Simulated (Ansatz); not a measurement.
Basis sets compared for the cluster Sr3O3 (the lowest singlet isomer of a short search). Total charge 0; singlet. Geometry PBE0-D4/def2-SVP. Ansatz on 4 threads of Arm Neoverse V2 on a shared host; times are rough, and most runs start from earlier orbitals.

```
atom   x (Å)   y (Å)   z (Å)
 Sr1   1.268  -0.500  -1.995
 Sr2  -1.173  -0.858   0.322
 Sr3   0.749   1.581   1.667
  O4  -1.259   0.942   1.709
  O5   1.164  -0.057   0.197
  O6  -0.748  -1.109  -1.899
```

In the def2 sets Sr takes a core potential, while STO-3G treats all electrons; there is no spin–orbit coupling. The structure comes from a short search, and lower isomers may exist.

STO-3G and 6-31G are all-electron sets without relativity, so their totals don't compare with the def2 sets.

Binding counts from free atoms (Sr singlet, O triplet) in the same basis, without a counterpoise term.

```csv
level,functions,energy (Eh),HOMO (eV),LUMO (eV),binding per atom (eV),wall time
HF/STO-3G,81,-9518.5209,-0.14,6.15,–,0.9 s
HF/def2-TZVP,192,-315.8831,-7.22,0.03,1.79,1.4 s
PBE-D4/def2-SVP,111,-317.6133,-3.33,-1.80,3.85,1.4 s
PBE-D4/def2-TZVP,192,-317.9135,-3.27,-1.77,3.77,2.1 s
r2SCAN-D4/def2-TZVP,192,-318.0668,-3.25,-1.32,3.74,4.6 s
PBE0-D4/def2-SVP,111,-317.5557,-4.39,-1.24,3.53,1.6 s
PBE0-D4/def2-TZVP (with forces),192,-317.8558,-4.34,-1.22,3.48,3.8 s
```

Estimate the rows for PBE-D4/def2-TZVPD, r2SCAN-D4/def2-TZVPD, PBE0-D4/def2-TZVPD.


```json
{"level": "PBE-D4/def2-TZVPD", "functions": "219", "energy (Eh)": "-317.9184", "HOMO (eV)": "-3.26", "LUMO (eV)": "-1.76", "binding per atom (eV)": "3.78", "wall time": "2.8 s"}
{"level": "r2SCAN-D4/def2-TZVPD", "functions": "219", "energy (Eh)": "-318.0721", "HOMO (eV)": "-3.24", "LUMO (eV)": "-1.29", "binding per atom (eV)": "3.76", "wall time": "5.5 s"}
{"level": "PBE0-D4/def2-TZVPD", "functions": "219", "energy (Eh)": "-317.8616", "HOMO (eV)": "-4.34", "LUMO (eV)": "-1.21", "binding per atom (eV)": "3.50", "wall time": "3.9 s"}
```
